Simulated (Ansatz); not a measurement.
Frontier orbitals of `[AlH2][O][GaH][SiH3]`.

```json
{"atom": "Al1", "x (Å)": "-2.2544", "y (Å)": "1.5203", "z (Å)": "-0.4212"}
{"atom": "O2", "x (Å)": "-0.8792", "y (Å)": "0.8970", "z (Å)": "0.3049"}
{"atom": "Ga3", "x (Å)": "0.5643", "y (Å)": "0.2003", "z (Å)": "1.0640"}
{"atom": "Si4", "x (Å)": "1.6735", "y (Å)": "-1.4848", "z (Å)": "-0.2517"}
{"atom": "H5", "x (Å)": "-2.1062", "y (Å)": "2.7683", "z (Å)": "-1.3851"}
{"atom": "H6", "x (Å)": "-3.6509", "y (Å)": "0.8354", "z (Å)": "-0.1205"}
{"atom": "H7", "x (Å)": "0.9139", "y (Å)": "0.7954", "z (Å)": "2.4730"}
{"atom": "H8", "x (Å)": "2.4033", "y (Å)": "-0.8370", "z (Å)": "-1.3776"}
{"atom": "H9", "x (Å)": "2.6569", "y (Å)": "-2.2666", "z (Å)": "0.5459"}
{"atom": "H10", "x (Å)": "0.6788", "y (Å)": "-2.4283", "z (Å)": "-0.8317"}
```

The species carries charge 0 and has multiplicity 1. Correlated methods include outer-core shells of Ga, which these sets cover unevenly. Scalar relativity is left out up to krypton. The geometry is a stationary point of PBE0-D4/def2-TZVP. It is one conformer, not always the lowest. Basis def2-TZVPP, Ansatz.

```
functional  HOMO (eV)  LUMO (eV)  gap (eV)
       PBE      -6.44      -2.43      4.01
      PBE0      -7.57      -1.65      5.92
   r2SCANh      -7.12      -1.95      5.17
   ωB97M-V      -9.63       0.08      9.71
```

A quarter of exact exchange (PBE0) shifts PBE's HOMO by −1.13 eV and its LUMO by +0.78 eV; full exchange at long range (ωB97M-V) shifts them by −3.19 and +2.51 eV. The gap opens from 4.01 to 9.71 eV, since occupied levels lose self-interaction and empty ones feel all the electrons. A positive LUMO is unbound and depends on the basis.
